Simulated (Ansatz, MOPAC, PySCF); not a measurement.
Complex: CH4 (SMILES C) (first 5 atoms) with CH6Si (SMILES C[SiH3]); geometry from B3LYP-D3(BJ)/def2-TZVP, rigid monomers moved along the line of their centres of mass till C1···Si7 is 5.44 Å.
(charge 0, multiplicity 1):
```tsv
atom	x (Å)	y (Å)	z (Å)
C	-0.0819	0.0014	-0.3131
H	-1.0374	-0.0953	0.2006
H	0.3018	1.0128	-0.1849
H	0.6276	-0.7111	0.1046
H	-0.2193	-0.2010	-1.3743
C	-0.1201	1.2715	4.9735
Si	0.2223	-0.5688	5.0926
H	-0.2427	1.5768	3.9336
H	0.7015	1.8483	5.4019
H	-1.0324	1.5316	5.5134
H	-0.8934	-1.3494	4.5052
H	0.3792	-0.9771	6.5105
H	1.4681	-0.9193	4.3687
```

Interaction energies are E(AB) − E(A) − E(B) at the monomers' geometry in the complex; basis-set methods are counterpoise corrected. Rows marked so take none.

Frozen-core correlation. Rows in 3-21G, 6-311+G**, 6-31G* carry no dispersion term and start afresh at each structure (6-31G* with six Cartesian d functions). MP2/6-31G* freezes PySCF's default core. The state that PM3, PM7 reach isn't checked; PM7 holds dispersion and hydrogen-bond terms.

Codes used: Ansatz (Gaussian basis) for Hartree–Fock, density functionals and correlated methods; MOPAC for PM3, PM7 (differences of heats of formation); PySCF for 3-21G rows, 6-311+G** rows, 6-31G* rows, the dispersion terms. Each number belongs to the level named beside it.

Other levels give for the interaction energy: PBE/def2-TZVPPD -4.1; B3LYP/def2-TZVPPD 2.6; B3LYP-D3(BJ)/def2-TZVPPD -8.9; wB97M-V/def2-TZVPPD -10.0; CCSD(T)/aug-cc-pV(D+d)Z -9.2 meV.

Common cheap choices:

```
level                              interaction energy (meV)
---------------------------------  ------------------------
PM3                                                     0.4
PM7                                                   -10.1
HF/3-21G (no counterpoise)                             -2.7
B3LYP/6-31G* (no counterpoise)                         -1.1
B3LYP/6-311+G** (no counterpoise)                       1.9
M06-2X/6-31G* (no counterpoise)                        -7.6
MP2/6-31G*                                             -4.6
MP2/6-31G* (no counterpoise)                           -7.0
```

Ansatz is a program for electronic structure.
